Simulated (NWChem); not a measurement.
All runs are NWChem calculations. System: As2, charge 0, spin multiplicity 1, displaced from the optimised geometry. Level: CCSD(T)/def2-SVP, 18 core orbitals frozen, spin-restricted.

The NWChem input:

```
start mol
memory heap 100 mb stack 700 mb global 1900 mb
geometry units angstroms nocenter noautoz noautosym
  As     0.000000     0.000000     2.614078
  As     0.000000     0.000000    -1.045631
end
basis spherical
  * library def2-svp
end
scf
  rhf
  nopen 0
  maxiter 100
  thresh 1e-7
  semidirect memsize 60000000 filesize 0
end
ccsd
  freeze core 18
  maxiter 60
end
task ccsd(t) energy
```

Output (cleaned and shortened):

```
             Northwest Computational Chemistry Package (NWChem) 7.3.0
             --------------------------------------------------------

                                NWChem Input Module
                                -------------------

 Scaling coordinates for geometry "geometry" by  1.889725989
 (inverse scale =  0.529177249)

                             Geometry "geometry" -> ""
                             -------------------------

 Output coordinates in angstroms (scale by  1.889725989 to convert to a.u.)

  No.       Tag          Charge          X              Y              Z
 ---- ---------------- ---------- -------------- -------------- --------------
    1 As                  33.0000     0.00000000     0.00000000     2.61407800
    2 As                  33.0000     0.00000000     0.00000000    -1.04563100

 Effective nuclear repulsion energy (a.u.)     157.4644388832

            Nuclear Dipole moment (a.u.)
            ----------------------------
        X                 Y               Z
 ---------------- ---------------- ----------------
     0.0000000000     0.0000000000    97.8098569011


 Summary of "ao basis" -> "" (spherical)
 ------------------------------------------------------------------------------
       Tag                 Description            Shells   Functions and Types
 ---------------- ------------------------------  ------  ---------------------
 *                          def2-svp                  on all atoms

 Summary of "ao basis" -> "ao basis" (spherical)
 ------------------------------------------------------------------------------
       Tag                 Description            Shells   Functions and Types
 ---------------- ------------------------------  ------  ---------------------
 As                         def2-svp                12       32   5s4p3d

                                 NWChem SCF Module
                                 -----------------

  ao basis        = "ao basis"
  functions       =    64
  atoms           =     2
  closed shells   =    33
  open shells     =     0
  charge          =   0.00
  wavefunction    = RHF
  use symmetry    = F
  symmetry adapt  = F

 Summary of "ao basis" -> "ao basis" (spherical)
 ------------------------------------------------------------------------------
       Tag                 Description            Shells   Functions and Types
 ---------------- ------------------------------  ------  ---------------------
 As                         def2-svp                12       32   5s4p3d

 Forming initial guess at       0.0s

      Superposition of Atomic Density Guess
      -------------------------------------

 Sum of atomic energies:       -4467.71925354

      Non-variational initial energy
      ------------------------------

 Total energy =   -4467.195892
 1-e energy   =   -6543.185963
 2-e energy   =    1918.525631
 HOMO         =      -0.165837
 LUMO         =      -0.142486

 Starting SCF solution at       0.3s

 ----------------------------------------------
         Quadratically convergent ROHF

 Convergence threshold     :          1.000E-07
 Maximum no. of iterations :          100
 Final Fock-matrix accuracy:          1.000E-09
 ----------------------------------------------

              iter       energy          gnorm     gmax       time
             ----- ------------------- --------- --------- --------
                 1    -4467.5073234018  1.71D-01  7.96D-02      0.3
                 2    -4467.5115517884  1.34D-02  4.41D-03      0.3
                 3    -4467.5115753669  1.29D-04  6.09D-05      0.3
                 4    -4467.5115753689  3.09D-09  1.25D-09      0.4

       Final RHF  results
       ------------------

         Total SCF energy =  -4467.511575368942
      One-electron energy =  -6540.468634662569
      Two-electron energy =   1915.492620410461
 Nuclear repulsion energy =    157.464438883166

        Time for solution =      0.0s

             Final eigenvalues
             -----------------

              1
    1 -432.6037
    2 -432.6037
    3  -56.3476
    4  -56.3476
    5  -50.2062
    6  -50.2062
    7  -50.2061
    8  -50.2061
    9  -50.2061
   10  -50.2061
   11   -8.0804
   12   -8.0804
   13   -5.9339
   14   -5.9339
   15   -5.9339
   16   -5.9339
   17   -5.9335
   18   -5.9335
   19   -2.1650
   20   -2.1650
   21   -2.1650
   22   -2.1650
   23   -2.1650
   24   -2.1649
   25   -2.1649
   26   -2.1648
   27   -2.1648
   28   -2.1648
   29   -0.7238
   30   -0.6915
   31   -0.2843
   32   -0.2450
   33   -0.2450
   34   -0.0896
   35   -0.0896
   36   -0.0398
   37    0.2985
   38    0.3663
   39    0.5526
   40    0.5652
   41    0.5652
   42    0.6028
   43    0.6073

                       ROHF Final Molecular Orbital Analysis
                       -------------------------------------

 Vector   31  Occ=2.000000D+00  E=-2.843423D-01
              MO Center= -1.8D-15, -3.4D-15,  7.8D-01, r^2= 5.0D+00
   Bfn.  Coefficient  Atom+Function         Bfn.  Coefficient  Atom+Function
  ----- ------------  ---------------      ----- ------------  ---------------
    17      0.435535  1 As pz                49     -0.435535  2 As pz
    14      0.296958  1 As pz                46     -0.296958  2 As pz
    11     -0.188551  1 As pz                43      0.188551  2 As pz

 Vector   32  Occ=2.000000D+00  E=-2.450139D-01
              MO Center=  1.2D-14, -1.4D-14,  7.8D-01, r^2= 5.4D+00
   Bfn.  Coefficient  Atom+Function         Bfn.  Coefficient  Atom+Function
  ----- ------------  ---------------      ----- ------------  ---------------
[...]
          Number of basis functions:             64
          Number of shells:                      24
          Number of occupied orbitals:           33
          Number of occ. correlated orbitals:    15
          Block length:                          16
          Superscript MO index range:     19 -   33
          Subscript MO index range:       19 -   64
          MO coefficients read from:  ./mol.movecs
          Number of operator matrices in core:  240
          Half-transformed integrals produced

     Pass:    1     Index range:   19  -   33     Time:      0.99
 ------------------------------------------
 MP2 Energy (coupled cluster initial guess)
 ------------------------------------------
 Reference energy:          -4467.511575368942431
 MP2 Corr. energy:             -0.789780580924103
 Total MP2 energy:          -4468.301355949866775

 ****************************************************************************
              the segmented parallel ccsd program:    1 nodes
 ****************************************************************************

 level of theory    ccsd(t)
 number of core        18
 number of occupied    15
 number of virtual     31
 number of deleted      0
 total functions       64
 number of shells      24
 basis label          566

   ***** ccsd parameters *****
   iprt   =     0
   convi  =  0.100E-05
   maxit  =    60
   mxvec  =     5
 memory            104850156
  Using  1 OpenMP thread(s) in CCSD
  IO offset    20.000000000000000
  IO error message >End of File
  file_read_ga: failing reading from ./mol.t2
  Failed reading restart vector from ./mol.t2
  Using MP2 initial guess vector

-------------------------------------------------------------------------
 iter     correlation     delta       rms       T2     Non-T2      Main
             energy      energy      error      ampl     ampl      Block
                                                time     time      time
-------------------------------------------------------------------------
   1     -0.2043982316 -2.044D-01  1.172D+00     1.87     0.00     1.78
   2     -1.1552357366 -9.508D-01  2.965D+00     1.57     0.00     1.49
   3     -0.6341140181  5.211D-01  5.161D-01     1.55     0.00     1.47
   4     -0.6620222417 -2.791D-02  5.257D-01     1.56     0.00     1.48
   5     -0.6626409504 -6.187D-04  4.157D-01     1.86     0.00     1.75
   6     -0.6643128541 -1.672D-03  3.951D-01     2.42     0.00     2.32
   7     -0.7032610108 -3.895D-02  2.842D-01     2.07     0.00     1.99
   8     -0.8182599557 -1.150D-01  1.372D-01     2.11     0.00     2.02
   9     -0.8185246680 -2.647D-04  1.325D-01     2.26     0.00     2.15
  10     -0.5896998382  2.288D-01  2.496D-01     2.23     0.00     2.12
  11     -0.5754996152  1.420D-02  3.375D-02     2.23     0.00     2.13
  12     -0.5938550611 -1.836D-02  2.978D-02     2.22     0.00     2.14
  13     -0.5948025595 -9.475D-04  2.481D-02     1.46     0.00     1.38
  14     -0.6210834063 -2.628D-02  2.642D-02     1.43     0.00     1.36
  15     -0.6434029761 -2.232D-02  9.768D-03     1.44     0.00     1.36
  16     -0.6438051411 -4.022D-04  4.823D-03     2.11     0.00     2.00
  17     -0.6431426372  6.625D-04  1.613D-03     2.15     0.00     2.07
  18     -0.6438438160 -7.012D-04  1.516D-03     1.88     0.00     1.79
  19     -0.6436907514  1.531D-04  6.385D-04     1.71     0.00     1.62
  20     -0.6437419348 -5.118D-05  1.079D-03     1.44     0.00     1.37
  21     -0.6436950944  4.684D-05  8.682D-06     1.36     0.00     1.29
  22     -0.6436892628  5.832D-06  1.374D-05     1.41     0.00     1.33
  23     -0.6436920379 -2.775D-06  9.910D-06     1.45     0.00     1.37
  24     -0.6436936983 -1.660D-06  3.324D-06     1.58     0.00     1.51
  25     -0.6436940718 -3.735D-07  5.352D-06     1.48     0.00     1.40
  26     -0.6436946069 -5.351D-07  6.799D-07     1.46     0.00     1.39
                  *************converged*************
-------------------------------------------------------------------------

 -----------
 CCSD Energy
 -----------
 Reference energy:           -4467.511575368942431
 CCSD corr. energy:             -0.643694606868664
 Total CCSD energy:          -4468.155269975811279

 --------------------------------
 Spin Component Scaled (SCS) CCSD
 --------------------------------
 Same spin contribution:                 -0.060611787603383
 Same spin scaling factor:                1.130000000000000
 Opposite spin contribution:             -0.583082819265282
 Opposite spin scaling fact.:             1.270000000000000
 SCS-CCSD correlation energy:            -0.809006500458730
 Total SCS-CCSD energy:               -4468.320581869401394
 memory            104850156

*********triples calculation*********

nkpass=    1; nvpass=    1; memdrv=         110577; memtrn=         758305; memavail=      104849676
 memory available/node                      104849676
 total number of virtual orbitals        31
 number of virtuals per integral pass    31
 number of integral evaluations           1
 number of occupied per triples pass     15
 number of triples passes                 1

 commencing integral evaluation        1 at          47.37
  symmetry use  F
task         2 out of       300 done   0%  at       0.0 secs
task        15 out of       300 done   5%  at       0.2 secs
task        31 out of       300 done  10%  at       0.3 secs
task        46 out of       300 done  15%  at       0.4 secs
task        60 out of       300 done  20%  at       0.5 secs
task        75 out of       300 done  25%  at       0.6 secs
task        90 out of       300 done  30%  at       0.6 secs
task       105 out of       300 done  35%  at       0.7 secs
task       120 out of       300 done  40%  at       0.7 secs
task       135 out of       300 done  45%  at       0.8 secs
task       150 out of       300 done  50%  at       0.8 secs
task       165 out of       300 done  55%  at       0.9 secs
task       180 out of       300 done  60%  at       0.9 secs
task       195 out of       300 done  65%  at       1.0 secs
task       210 out of       300 done  70%  at       1.0 secs
task       225 out of       300 done  75%  at       1.0 secs
task       240 out of       300 done  80%  at       1.1 secs
task       255 out of       300 done  85%  at       1.1 secs
task       270 out of       300 done  90%  at       1.1 secs
task       285 out of       300 done  95%  at       1.2 secs
task       300 out of       300 done 100%  at       1.2 secs
 commencing triples evaluation - blocking       1
 ccsd(t): done        1 out of       31 progress:    3.2%
 ccsd(t): done        2 out of       31 progress:    6.5%
 ccsd(t): done        3 out of       31 progress:    9.7%
 ccsd(t): done        4 out of       31 progress:   12.9%
 ccsd(t): done        5 out of       31 progress:   16.1%
 ccsd(t): done        6 out of       31 progress:   19.4%
 ccsd(t): done        7 out of       31 progress:   22.6%
 ccsd(t): done        8 out of       31 progress:   25.8%
 ccsd(t): done        9 out of       31 progress:   29.0%
 ccsd(t): done       10 out of       31 progress:   32.3%
 ccsd(t): done       11 out of       31 progress:   35.5%
 ccsd(t): done       12 out of       31 progress:   38.7%
 ccsd(t): done       13 out of       31 progress:   41.9%
 ccsd(t): done       14 out of       31 progress:   45.2%
 ccsd(t): done       15 out of       31 progress:   48.4%
 ccsd(t): done       16 out of       31 progress:   51.6%
 ccsd(t): done       17 out of       31 progress:   54.8%
 ccsd(t): done       18 out of       31 progress:   58.1%
 ccsd(t): done       19 out of       31 progress:   61.3%
 ccsd(t): done       20 out of       31 progress:   64.5%
 ccsd(t): done       21 out of       31 progress:   67.7%
 ccsd(t): done       22 out of       31 progress:   71.0%
 ccsd(t): done       23 out of       31 progress:   74.2%
 ccsd(t): done       24 out of       31 progress:   77.4%
 ccsd(t): done       25 out of       31 progress:   80.6%
 ccsd(t): done       26 out of       31 progress:   83.9%
 ccsd(t): done       27 out of       31 progress:   87.1%
 ccsd(t): done       28 out of       31 progress:   90.3%
 ccsd(t): done       29 out of       31 progress:   93.5%
 ccsd(t): done       30 out of       31 progress:   96.8%
 ccsd(t): done       31 out of       31 progress:  100.0%
 Time for integral evaluation pass     1        1.20
 Time for triples evaluation pass      1        1.41

 pseudo-e(mp4)  -0.14539688567439E+00
 pseudo-e(mp5)   0.64816763121357E-02
        e(t)    -0.13891520936226E+00

 --------------
 CCSD(T) Energy
 --------------
 Reference energy:                   -4467.511575368942431

 CCSD corr. energy:                     -0.643694606868664
 T(CCSD) corr. energy:                  -0.145396885674393
 Total CCSD+T(CCSD) energy:          -4468.300666861485297

 CCSD corr. energy:                     -0.643694606868664
 (T) corr. energy:                      -0.138915209362257
 Total CCSD(T) energy:               -4468.294185185173774

 routine      calls  cpu(0)   cpu-min  cpu-ave  cpu-max   i/o
 aoccsd          1     0.01     0.01     0.01     0.01    0.00
 iterdrv         1     0.02     0.02     0.02     0.02    0.00
 pampt          26     0.13     0.13     0.13     0.13    0.00
 t2pm           26     0.28     0.28     0.28     0.28    0.00
 sxy            26     0.34     0.34     0.34     0.34    0.00
 ints      1994772    31.80    31.80    31.80    31.80    0.00
 t2eri        7800    10.06    10.06    10.06    10.06    0.00
 idx2         7800     1.42     1.42     1.42     1.42    0.00
 idx34          26     0.20     0.20     0.20     0.20    0.00
 ht2pm          26     0.50     0.50     0.50     0.50    0.00
 itm            26     1.31     1.31     1.31     1.31    0.00
 pdiis          26     0.04     0.04     0.04     0.04    0.00
 triples         1     0.00     0.00     0.00     0.00    0.00
 rdtrpo          1     0.01     0.01     0.01     0.01    0.00
 trpmos          1     1.20     1.20     1.20     1.20    0.00
 trpdrv          1     0.21     0.21     0.21     0.21    0.00
 dovvv      111600     0.47     0.47     0.47     0.47    0.00
 doooo      111600     0.25     0.25     0.25     0.25    0.00
 tengy      104625     0.43     0.43     0.43     0.43    0.00
 Total                48.67    48.67    48.67    48.67    0.00

 Task  times  cpu:       50.3s     wall:       50.3s

 Total times  cpu:       50.4s     wall:       50.4s
```
